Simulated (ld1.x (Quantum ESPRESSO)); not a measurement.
## Ranking TM potentials for neon (Ne)

All share these settings but for the change named:

Ne, norm-conserving Troullier–Martins (Kleinman–Bylander form), made with ld1.x (Quantum ESPRESSO) 7.5 (PBE, scalar-relativistic). Core [He], reference 2s2 2p5 (charge +1). Waves: 2s (bound): rc 0.75 bohr; 2p (bound): rc 0.95 bohr. Local part: the p channel. Core correction: Bessel-smoothed model core inside 0.55 bohr.

Cutoff: the first of the cutoffs (Ry, on a coarse ladder) from which the occupation-weighted sum of valence levels, in a spherical-Bessel basis at the reference potential, stays within 10 and 1 mRy of its value at 400 Ry; the density cutoff is not measured.

The base gives 200 Ry.

Of 9 variants that were run, those that failed, showed a ghost or another fault, or gave nearly equal values are left out.

A variant can come out equal or close to the base.

Q: Rank these variants from softest to hardest (loose cutoff).
A. wave 2p (bound): rc 0.95 bohr becomes 2p (bound): rc 0.72 bohr
B. wave 2s (bound): rc 0.75 bohr becomes 2s (bound): rc 0.50 bohr
C. all radii but the core radius scaled by about 1.04 (s 0.78, p 0.98 bohr)

A: C (180 Ry), A (230 Ry), B (300 Ry).
